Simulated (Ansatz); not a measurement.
`CB(N)F` + NH₃ → `CB(N)N` + H–F at 298.15 K and 1 bar (ligand exchange at a B–F bond).

Computed with Ansatz on PBE0-D4/def2-TZVP structures; ΔE is electronic, products minus reactants. CCSD(T)/CBS is the MP2 limit (def2-TZVPP, def2-QZVPP) plus CCSD(T) − MP2 in def2-TZVPP, frozen cores. This one scheme is used for every species. Each species was taken in one conformer, which may not be the lowest.

| species | CCSD(T)/CBS energy (Eh) | H − E (kJ/mol) | S (J/(mol·K)) |
| --- | --- | --- | --- |
| `CB(N)F` | -220.47660 | 202.3 | 296.3 |
| NH₃ | -56.50880 | 100.5 | 192.4 |
| `CB(N)N` | -176.57025 | 267.4 | 313.6 |
| H–F | -100.39570 | 33.5 | 173.6 |

H − E and S are ideal-gas, rigid-rotor, harmonic terms from PBE0-D4/def2-TZVP, for one conformer and one mirror image of each species. 1 Eh = 2625.50 kJ/mol, R = 8.31446 J/(mol·K).

Q: By hand: ΔE, ΔH, ΔS and ΔG.

A: ΔE = (-176.57025) + (-100.39570) − (-220.47660) − (-56.50880) = 0.01945 Eh = 51.1 kJ/mol. Δ(H − E) = 267.4 + 33.5 − 202.3 − 100.5 = -1.9, so ΔH = 49.2 kJ/mol. ΔS = 313.6 + 173.6 − 296.3 − 192.4 = -1.5 J/(mol·K). ΔG = 49.2 − 298.15 × (-1.5)/1000 = 49.6 kJ/mol.

Q: By hand: the equilibrium constant, and the temperature at which ΔG would vanish if ΔH and ΔS stayed fixed.

A: log₁₀ K = −ΔG/(RT ln 10) = -8.7. ΔH and −TΔS have one sign here, so there is no such temperature.

The number of gas molecules stays the same, so ΔS is small and ΔH decides. A doubt of 5 kJ/mol in ΔE shifts log₁₀ K by 0.9 here. Other conformers and mirror images would add mixing entropy, several J/(mol·K) or more a flexible species. Modes under 60 cm⁻¹, often nearly free rotors, make the harmonic entropy too high. These are equilibria of isolated gas molecules and say nothing of rates. Largest T1 diagnostic: 0.011 (customary marks: 0.02 for closed shells, 0.045 for open ones).

ΔS is within the doubt of such terms, so its sign, and with it that verdict, could turn.
